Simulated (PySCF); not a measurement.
A species of formula C5H3FN2O has this rotational fingerprint, computed with PBE0/pcSseg-1 in PySCF (dipole) on a GFN2-xTB geometry, gas phase:

| Property | Result |
| --- | --- |
| Rotational constants | A = 2444, B = 1328, C = 865.2 MHz |
| Dipole components | \|μa\| = 2.66 D, \|μb\| = 2.13 D, \|μc\| = 0.00 D |
| Inertial defect | -3.21 u·Å² |
| κ | -0.41 |

Question: Which structure is it? (One computed conformer of each.)
A. `[CH3:1][O:2]/[C:3]([C:4]#[N:5])=[C:6](/[F:7])[C:8]#[N:9]` with C1–O2–C3–C4 0°
B. `[O:1]=[CH:2][c:3]1[cH:4][cH:5][n:6][n:7][c:8]1[F:9]` with O1–C2–C3–C4 0°

Answer: A. It is CO/C(C#N)=C(/F)C#N, an asymmetric top, point group Cs. The candidates at the same level (rigid rotor, commonest isotopes):

```csv
SMILES,A (MHz),B (MHz),C (MHz),μa (D),μb (D),μc (D),Δ (u·Å²),point group,rotor
CO/C(C#N)=C(/F)C#N,2444,1328,865.2,2.66,2.13,0.00,-3.21,Cs,asymmetric top
O=Cc1ccnnc1F,2743,1574,1000,1.17,1.49,0.00,0.00,Cs,asymmetric top
```

`O=Cc1ccnnc1F` has B 19 % too high. In the right answer the mirror of this Cs structure is the ab plane, so μc vanishes by symmetry. No structure here is proved a minimum.
